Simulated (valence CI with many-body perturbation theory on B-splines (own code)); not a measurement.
The numbers below are computed, except where a source is named.
**Level structure of Au⁷³⁺**

Level of theory: valence CI with perturbative core correlation (CI+MBPT): four valence electrons over a frozen Dirac-Fock core [He], radial functions for each j: 11 s, 11 p, 10 d, 8 f, 5 g, 2 h, with the one-electron correlation potential Σ1 (screened to all orders), the two-electron term Σ2, the three-electron term Σ3, Breit, model QED; selected single and double excitations, second order for the rest, scaled by the run's own slope (own B-spline code, finite nucleus).

No measured spectrum was set against this ion. As an estimate, large intervals hold to a few tenths of a per cent, small ones and those within an open d or f shell to about a per cent. Among the levels kept, up to 1300 cm⁻¹ of a level comes from second order outside the variational space, and about a tenth of that is noise between levels of different J, which matters for small intervals.

Levels 91 to 135 of 210, with energies above the lowest level, (2s^2 2p1/2^2) J=0. "Leading %" is the weight of the configuration and term that name the level; weights of strongly mixed levels are sums over their largest components and can fall short. In the jj column 3d3/2^4 stands for four electrons in 3d with j = 3/2.

| No. | Configuration | Term | J | E (× 10³ cm⁻¹) | Leading % | g | Leading jj |
| --- | --- | --- | --- | --- | --- | --- | --- |
| 91 | 2s.2p2.3d | 3G | 4 | 122290 | 34 | 1.120 | 2s 2p1/2 2p3/2 3d3/2 (98 %) |
| 92 | 2s.2p2.3d | 3D | 3 | 122360 | 33 | 1.227 | 2s 2p1/2 2p3/2 3d3/2 (99 %) |
| 93 | 2s.2p2.3p | 3P° | 0 | 122400 | 79 |  | 2s 2p1/2 2p3/2 3p3/2 (100 %) |
| 94 | 2s.2p2.3d | 3D | 2 | 122430 | 34 | 1.298 | 2s 2p1/2 2p3/2 3d3/2 (99 %) |
| 95 | 2s.2p2.3p | 1D° | 2 | 122430 | 42 | 1.086 | 2s 2p1/2 2p3/2 3p3/2 (99 %) |
| 96 | 2s.2p2.3p | 3S° | 1 | 122440 | 33 | 1.369 | 2s 2p1/2 2p3/2 3p3/2 (99 %) |
| 97 | 2s.2p2.3p | 3P° | 1 | 122500 | 49 | 1.179 | 2s 2p1/2 2p3/2 3p3/2 (99 %) |
| 98 | 2s.2p2.3d | 3P | 1 | 122510 | 33 | 1.733 | 2s 2p1/2 2p3/2 3d3/2 (99 %) |
| 99 | 2s.2p2.3d | 3F | 2 | 122880 | 70 | 0.841 | 2s 2p1/2 2p3/2 3d3/2 (95 %) |
| 100 | 2s.2p2.3d | 3G | 3 | 122930 | 48 | 0.881 | 2s 2p1/2 2p3/2 3d3/2 (100 %) |
| 101 | 2s.2p2.3d | 3D | 1 | 122950 | 34 | 0.690 | 2s 2p1/2 2p3/2 3d3/2 (95 %) |
| 102 | 2s.2p2.3d | 5D | 4 | 123040 | 44 | 1.363 | 2s 2p1/2 2p3/2 3d5/2 (100 %) |
| 103 | 2s.2p2.3d | 3D | 1 | 123120 | 53 | 0.894 | 2s 2p1/2 2p3/2 3d3/2 (95 %) |
| 104 | 2s.2p2.3d | 3F | 2 | 123130 | 32 | 0.978 | 2s 2p1/2 2p3/2 3d3/2 (94 %) |
| 105 | 2s.2p2.3d | 3P | 0 | 123220 | 81 |  | 2s 2p1/2 2p3/2 3d3/2 (99 %) |
| 106 | 2s.2p2.3d | 3P | 2 | 123280 | 30 | 1.307 | 2s 2p1/2 2p3/2 3d5/2 (93 %) |
| 107 | 2s.2p2.3d | 3F | 3 | 123300 | 41 | 1.294 | 2s 2p1/2 2p3/2 3d5/2 (98 %) |
| 108 | 2s.2p2.3d | 3G | 5 | 123370 | 64 | 1.240 | 2s 2p1/2 2p3/2 3d5/2 (100 %) |
| 109 | 2s.2p2.3d | 3D | 1 | 123480 | 52 | 0.991 | 2s 2p1/2 2p3/2 3d5/2 (93 %) |
| 110 | 2s.2p2.3d | 3D | 3 | 123590 | 59 | 1.246 | 2s 2p1/2 2p3/2 3d5/2 (99 %) |
| 111 | 2s.2p2.3d | 3F | 4 | 123630 | 59 | 1.198 | 2s 2p1/2 2p3/2 3d5/2 (98 %) |
| 112 | 2s.2p2.3d | 1D | 2 | 123680 | 40 | 1.133 | 2s 2p1/2 2p3/2 3d5/2 (96 %) |
| 113 | 2s.2p2.3d | 1P | 1 | 123790 | 45 | 0.997 | 2s 2p1/2 2p3/2 3d5/2 (96 %) |
| 114 | 2s.2p2.3d | 3P | 0 | 123860 | 52 |  | 2s 2p1/2 2p3/2 3d5/2 (98 %) |
| 115 | 2s.2p2.3d | 3D | 3 | 124110 | 41 | 1.231 | 2s 2p1/2 2p3/2 3d5/2 (98 %) |
| 116 | 2s.2p2.3d | 3F | 4 | 124160 | 46 | 1.108 | 2s 2p1/2 2p3/2 3d5/2 (100 %) |
| 117 | 2s.2p2.3d | 3P | 2 | 124280 | 49 | 1.215 | 2s 2p1/2 2p3/2 3d5/2 (98 %) |
| 118 | 2s.2p2.3d | 1F | 3 | 124290 | 43 | 1.063 | 2s 2p1/2 2p3/2 3d5/2 (99 %) |
| 119 | 2s.2p2.3d | 3P | 1 | 124290 | 43 | 1.416 | 2s 2p1/2 2p3/2 3d5/2 (100 %) |
| 120 | 2s.2p2.3d | 3D | 2 | 124320 | 42 | 1.115 | 2s 2p1/2 2p3/2 3d5/2 (100 %) |
| 121 | 2p3.3p | 3D | 3 | 124850 | 49 | 1.307 | 2p1/2^2 2p3/2 3p3/2 (96 %) |
| 122 | 2p3.3p | 3P | 1 | 124860 | 33 | 1.317 | 2p1/2^2 2p3/2 3p3/2 (97 %) |
| 123 | 2p3.3p | 3P | 2 | 125110 | 44 | 1.303 | 2p1/2^2 2p3/2 3p3/2 (97 %) |
| 124 | 2p3.3p | 3P | 0 | 125350 | 68 |  | 2p1/2^2 2p3/2 3p3/2 (98 %) |
| 125 | 2p3.3d | 3D° | 2 | 125510 | 33 | 1.026 | 2p1/2^2 2p3/2 3d3/2 (99 %) |
| 126 | 2p3.3d | 3F° | 3 | 125570 | 27 | 1.056 | 2p1/2^2 2p3/2 3d3/2 (98 %) |
| 127 | 2p3.3d | 3D° | 1 | 125610 | 35 | 1.061 | 2p1/2^2 2p3/2 3d3/2 (99 %) |
| 128 | 2p3.3d | 3P° | 0 | 125660 | 64 |  | 2p1/2^2 2p3/2 3d3/2 (99 %) |
| 129 | 2p3.3d | 3F° | 4 | 126680 | 51 | 1.229 | 2p1/2^2 2p3/2 3d5/2 (99 %) |
| 130 | 2p3.3d | 3D° | 2 | 126800 | 33 | 1.211 | 2p1/2^2 2p3/2 3d5/2 (99 %) |
| 131 | 2p3.3d | 3D° | 3 | 126930 | 48 | 1.203 | 2p1/2^2 2p3/2 3d5/2 (98 %) |
| 132 | 2p3.3d | 3D° | 1 | 127060 | 31 | 1.079 | 2p1/2^2 2p3/2 3d5/2 (99 %) |
| 133 | 2s.2p2.3s | 5P | 3 | 131800 | 64 | 1.506 | 2s 2p3/2^2 3s (100 %) |
| 134 | 2s2.2p.4s | 3P° | 0 | 132010 | 100 |  | 2s^2 2p1/2 4s (100 %) |
| 135 | 2s2.2p.4s | 3P° | 1 | 132020 | 67 | 1.299 | 2s^2 2p1/2 4s (100 %) |
